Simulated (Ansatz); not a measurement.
`FB(CCl)[SiH2]S` + H₂O → `OB(F)[SiH2]S` + `CCl`  (formal hydrolysis of a B–C bond)

Gas-phase electronic energies from Ansatz, PBE0-D4/def2-TZVP geometries. CCSD(T)/CBS adds triple-zeta CCSD(T) − MP2 to the extrapolated MP2 energy (def2 sets, frozen cores). This one scheme is used for every species. One conformer a species, not always the lowest.

| level | ΔE (eV) |
| --- | --- |
| CCSD(T)/def2-TZVPP | -1.47 |
| HF/def2-QZVPP | -1.74 |

(1) What does CCSD(T)/CBS give? (An estimate is asked.)

Largest T1 diagnostic among the species: 0.013.

Answers

(1) The calculation gave: -1.44 eV. The listed levels differ from it by -0.03, -0.30 eV.

In def2-TZVPP, CCSD(T) changes the Hartree–Fock value by +0.26 eV (the triples alone add +0.04 eV) and MP2 by +0.28 eV. The D4 term adds +0.12 eV with B3LYP and +0.07 eV with PBE0; it sums over pairs of atoms, weighted by their polarisabilities, and B3LYP, whose exchange is more repulsive, gets the larger term.

B3LYP here is the variant with VWN-RPA as its local correlation; programs differ in this.
